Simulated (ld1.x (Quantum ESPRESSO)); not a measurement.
**Which change was made? (W, TM)**

W, norm-conserving Troullier–Martins (Kleinman–Bylander form), made with ld1.x (Quantum ESPRESSO) 7.5 (PBE, scalar-relativistic). Core [Kr] 4d10 4f14 5s2, reference 5p6 5d4 6s2 6p0. Waves: 5p (bound): rc 1.40 bohr; 5d (bound): rc 2.35 bohr; 6s (bound): rc 2.75 bohr. Local part: the s channel. Core correction: a·sin(br)/r model core, default radius (core density twice the valence density).

Cutoffs, loose and tight: the cutoffs (Ry, on a coarse ladder) from which the occupation-weighted sum of valence levels, in a spherical-Bessel basis at the reference potential, stays within 10 and 1 mRy of its value at 400 Ry. They do not see the model core or the augmentation charge, which bear on the density cutoff. Test errors are all-electron minus pseudo excitation energies from the reference, over the configurations 5p6 5d4 6s1 6p0; 5p6 5d4 6s0 6p0; 5p6 5d3 6s0 6p0; 5p6 5d3 6s2 6p0; 5p6 5d3 6s2 6p1; 5p6 5d4 6s1 6p1; 5p6 5d4 6s1.5 6p0; variants that change the core or the reference have their own tests.

The base gives: outcome: generated; cutoff, loose: 90 Ry; cutoff, tight: 110 Ry; bound ghosts: none; largest test error (meV): -641.

After one change the result is: outcome: generated; cutoff, loose: 110 Ry; cutoff, tight: 140 Ry; bound ghosts: none; largest test error (meV): -620. Which change was it?
A. all radii but the core radius scaled by about 1.40 (s 3.84, p 1.96, d 3.28 bohr)
B. all radii but the core radius scaled by about 0.84 (s 2.30, p 1.18, d 1.96 bohr)
C. all radii but the core radius scaled by about 1.18 (s 3.24, p 1.66, d 2.78 bohr)

B. The others give: all radii but the core radius scaled by about 1.18 (s 3.24, p 1.66, d 2.78 bohr) → outcome: generated; cutoff, loose: 45 Ry; cutoff, tight: 80 Ry; bound ghosts: none; largest test error (meV): -600 | all radii but the core radius scaled by about 1.40 (s 3.84, p 1.96, d 3.28 bohr) → outcome: generated; cutoff, loose: 25 Ry; cutoff, tight: 45 Ry; bound ghosts: none; largest test error (meV): -524.
